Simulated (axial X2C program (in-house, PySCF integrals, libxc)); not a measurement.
## NaNb⁺: from Re and ωe to a spectrum

A bond curve at the CCSD(T) level, with spin–orbit coupling, was computed with an axial X2C code built on PySCF integrals (basis Nb dyall-cv3z [11s12p9d5f3g], Na dyall-cv3z [9s8p5d2f] (cores contracted in-house)) for the state Ω = 1/2 (⟨Sz⟩ = 2.50, ⟨Lz⟩ = -2.00 at HF). Its fit gives Re = 3.3119 Å, ωe = 125.7 cm⁻¹, ωexe = 0.556 cm⁻¹ and αe = 5.599e-04 cm⁻¹; the masses are 92.9064 and 22.9898 u. Two-component means X2C with spin–orbit coupling and atomic mean-field Coulomb and Gaunt terms.

Correlated methods: 5 electrons correlated (number of frozen shells: Nb 4 s, 3 p, 1 d; Na 2 s, 1 p), 317 virtual spin orbitals or spinors in MP2, 42 natural virtuals in coupled cluster.

Problem. Find the reduced mass, Be and the force constant.

Solution. From the CCSD(T) values: μ = 18.4294 u. Be = 16.8576/(μ Re²) = 0.08339 cm⁻¹. k = 5.8918×10⁻⁷ μ ωe² = 0.172 mdyn/Å.

Problem. Estimate the centrifugal constant by the Kratzer relation.

Solution. D = 4Be³/ωe² = 1.47e-07 cm⁻¹.

Problem. A Morse curve ties αe to the other constants (Pekeris). How well does that hold?

Solution. αe(Morse) = 6Be²/ωe × (√(ωexe/Be) − 1) = 5.252e-04 cm⁻¹; the CCSD(T) curve gives 5.599e-04 cm⁻¹, a ratio of 0.94.

Problem. Where do the fundamental and the first overtone lie?

Solution. ν(1←0) = ωe − 2ωexe = 124.6 cm⁻¹; ν(2←0) = 2ωe − 6ωexe = 248.1 cm⁻¹.

The state is a single determinant with fixed occupations, the lowest that a limited PBE0 search found. CCSD and (T) use frozen natural virtuals with an MP2 correction for the truncation; (T) itself is uncorrected, so its De runs slightly low. Other states lie close and PBE0, whose exact exchange favours high spin, may order them wrongly; the determinant shown need not be the ground state. The nearest other 2c determinant of the search, Ω = 5/2, lies 0.09 eV up at the distance of the search. With several unpaired electrons one determinant need not be a pure state. The outer-core s and p shells of the metal are frozen in the correlated rows, which leaves out core–valence correlation; for alkali and alkaline-earth bonds that tends to lengthen them. With the outer-core shells frozen, correlated bond lengths of heavy atoms tend to come out a few hundredths of an ångström too long.
